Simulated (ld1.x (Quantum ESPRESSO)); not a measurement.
# Varying the PAW potential for Hf (Z = 72)

Base potential:

| Property | Result |
| --- | --- |
| Element | hafnium (Hf) |
| Generator | ld1.x (Quantum ESPRESSO) 7.5 |
| Type | PAW |
| Functional | LDA (PZ) |
| Relativity | scalar-relativistic |
| Frozen core | [Kr] 4d10 4f14 |
| Valence charge | 12 |
| Reference configuration | 5s2 5p6 5d2 6s0 6p0 (charge +2) |
| Partial waves | 5s (bound): rcut 1.60, rcutus 2.10 bohr; 6s (bound, empty): rcut 1.60, rcutus 2.10 bohr; 5p (bound): rcut 1.95, rcutus 2.60 bohr; 6p (bound, empty): rcut 1.95, rcutus 2.60 bohr; 5d (bound): rcut 2.00, rcutus 2.20 bohr; 5d channel at 2.95 Ry: rcut 2.00, rcutus 2.20 bohr |
| Local potential | all-electron potential smoothed inside 1.75 bohr (lloc = -1) |
| Core correction | Bessel-smoothed model core inside 2.05 bohr |
| Augmentation charge | GAUSS, radius 1.65 bohr |

All-electron outer shells of the reference configuration (LDA (PZ), scalar-relativistic, ld1.x):

```tsv
shell	level (eV)	outermost node (bohr)	outermost maximum (bohr)
5s	-82.38	0.55	1.01
5p	-50.89	0.60	1.16
4f	-32.26	–	0.45
6s	-17.80	1.36	2.65
5d	-17.02	0.67	1.65
6p	-12.13	1.62	3.31
```

Cutoffs, loose and tight: the cutoffs (Ry, on a coarse ladder) from which the occupation-weighted sum of valence levels, in a spherical-Bessel basis at the reference potential, stays within 10 and 1 mRy of its value at 400 Ry. They do not see the model core or the augmentation charge, which bear on the density cutoff. Test errors are all-electron minus pseudo excitation energies from the reference, over the configurations 5s2 5p6 5d2 6s2 6p0; 5s2 5p6 5d2 6s1 6p0; 5s2 5p6 5d1 6s0 6p0; 5s2 5p6 5d3 6s0 6p0; 5s2 5p6 5d1 6s2 6p1; 5s2 5p5 5d2 6s2 6p0; 5s2 5p6 5d2 6s1 6p1 (two spin-polarised tests are not counted in the largest error). A dash means not determined; rows that change the core or the reference have their own tests. The largest error is taken over the tests solved by every variant that gives reliable tests at all: 5s2 5p6 5d1 6s0 6p0; 5s2 5p6 5d2 6s1 6p0; 5s2 5p6 5d2 6s2 6p0; 5s2 5p6 5d3 6s0 6p0.

Cutoffs are not given where the Bessel-basis levels miss the radial ones by over 6 mRy, ghosts where they miss by over 20 mRy; a channel whose overlap is not positive is not tested.

A file whose overlap is not positive is unfit for use, and its test errors describe a broken file.

| change | outcome | cutoff, loose | cutoff, tight | bound ghosts | largest test error (meV) |
| --- | --- | --- | --- | --- | --- |
| base | generated | 18 Ry | 25 Ry | none | -40 |
| local potential all-electron potential smoothed inside 1.02 bohr (lloc = -1) | generated, overlap not positive | – | – | not determined (overlap not positive) | -44 |
| local potential all-electron potential smoothed inside 1.36 bohr (lloc = -1) | generated | 18 Ry | 25 Ry | none | -39 |
| local potential all-electron potential smoothed inside 1.86 bohr (lloc = -1) | generated | 18 Ry | 30 Ry | none | -40 |
| local potential all-electron potential smoothed inside 2.24 bohr (lloc = -1) | generated, overlap not positive | – | – | not determined (overlap not positive) | test run stopped at test 1 of 9 (negative rho) |
| local potential all-electron potential smoothed inside 2.54 bohr (lloc = -1) | generated | 18 Ry | 25 Ry | none | -41 |
| local potential all-electron potential smoothed inside 2.94 bohr (lloc = -1) | generated | 18 Ry | 25 Ry | none | test run stopped at test 1 of 9 (negative rho) |

Reading the sweep of the rcloc (base included, trends over the rows without a ghost): The loose cutoff stays near 18 Ry.
